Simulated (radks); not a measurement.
Question: Numerical settings for neutral helium, [He]. All-electron calculation, scalar-relativistic Kohn-Sham, PBE, spin-polarised, spherical densities, point nucleus. Program: a radial shooting solver on a logarithmic mesh with Libxc functionals. The defaults (mesh step 0.008 in ln r, mesh end at 40 bohr or more with all orbitals vanishing there, Anderson mixing 0.5 over 9 steps, residual threshold near 1e-9 with the energy settled to 1e-9 hartree or 1e-11 of itself, here a cap of 85 iterations) give E = -2.8931 hartree and 1s at -15.764 eV in 14 iterations. Run on one thread of a shared host, so times are rough (Arm Neoverse N1): 0.07 s of CPU time, 0.07 s wall, 14 iterations on 2476 mesh points. One setting is changed at a time: mesh step in ln r 0.003; mesh step in ln r 0.2; mesh step in ln r 0.12; mesh end (bohr) 5; mesh end (bohr) 20; residual threshold 1e-13; residual threshold 1e-16; mixing 1; linear mixing, mixing 1; linear mixing, mixing 0.5; mixing history 2; iteration cap 5. Which runs fail to converge, and which converge to a wrong energy?

Answer: Not converged within the cap: mesh step in ln r 0.2; mesh step in ln r 0.12; residual threshold 1e-16; iteration cap 5. No run marked as converged misses the energy by more than 1 mhartree.
